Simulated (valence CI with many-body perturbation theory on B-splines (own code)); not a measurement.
## Yb³⁶⁺: key properties

Calculated by relativistic CI+MBPT: six valence electrons over a frozen Dirac-Fock core [Ar] 3d10, a basis of 9 s, 9 p, 8 d, 6 f, 3 g, 1 h functions for each j, with the one-electron correlation potential Σ1, the two-electron term Σ2, the three-electron term Σ3, Breit, model QED; selected CI, second order for the rest, scaled by the run's own slope (own B-spline code, finite nucleus).

The last digits are not significant, and no measured levels were compared; by estimate large intervals hold to a few tenths of a per cent, small ones and those within an open d or f shell to about a per cent. Among the levels kept, up to 640 cm⁻¹ of a level comes from second order outside the variational space, and about a tenth of that is noise between levels of different J, which matters for small intervals.

Levels are named by their leading jj configuration (3d3/2^4 stands for four electrons in 3d with j = 3/2), which in mixed levels can hold well under half, so a name can repeat and another be missing.

Rates and lifetimes use the calculated energies. Strong lines usually hold to 10 to 20 %, long lifetimes can be off by a factor of two.

Q: What is the ground level?

A: (4s^2 4p1/2^2 4p3/2^2) J=2, composition 70 % 4s2.4p4 3P + 29 % 4s2.4p4 1D, g = 1.349.

Q: How well does LS coupling describe the low levels?

A: Among the lowest 20 levels the leading LS term, summed over configurations, holds 51 % on average. For single configurations the figures are 47 % in LS and 85 % in jj coupling. Terms mix most in the J = 3 level at 1148300 cm⁻¹, where the leading one holds 28 %.

Q: Where does the other parity begin?

A: At (4s^2 4p1/2^2 4p3/2 4d3/2) J=2, 1119700 cm⁻¹.

Q: Among levels below 2010900 cm⁻¹, which E1 lines absorb most strongly from the ground level?

A: to (4s^2 4p1/2 4p3/2^2 4d3/2) J=3 at 5.520 nm, f = 0.823; to (4s^2 4p1/2 4p3/2^2 4d3/2) J=2 at 5.534 nm, f = 0.582; to (4s^2 4p1/2^2 4p3/2 4d5/2) J=3 at 7.413 nm, f = 0.368.

Q: Name the longest-lived excited levels whose lifetime is computed, and their main decay.

A: (4s^2 4p1/2^2 4p3/2^2) J=0 at 64851 cm⁻¹ lives 208 ms, mostly by E2 to (4s^2 4p1/2^2 4p3/2^2) J=2; (4s^2 4p1/2^2 4p3/2 4d5/2) J=4 at 1252600 cm⁻¹ lives 52.7 μs, mostly by M1 to (4s^2 4p1/2^2 4p3/2 4d3/2) J=3; (4s^2 4p1/2 4p3/2^2 4d3/2) J=4 at 1696600 cm⁻¹ lives 1.92 μs, mostly by M1 to (4s^2 4p1/2^2 4p3/2 4d3/2) J=3.

Q: What is the ionisation energy?

A: 1620.1 eV; NIST lists 1618 ± 5 eV (theoretical).

Q: What are the static dipole polarisabilities of the lowest levels?

A: (4s^2 4p1/2^2 4p3/2^2) J=2 0.0537 (tensor 0.00044); (4s^2 4p1/2^2 4p3/2^2) J=0 0.0536; (4s^2 4p1/2 4p3/2^3) J=1 0.0593 (tensor -0.0016) bohr³, of which the core gives 0.00280.
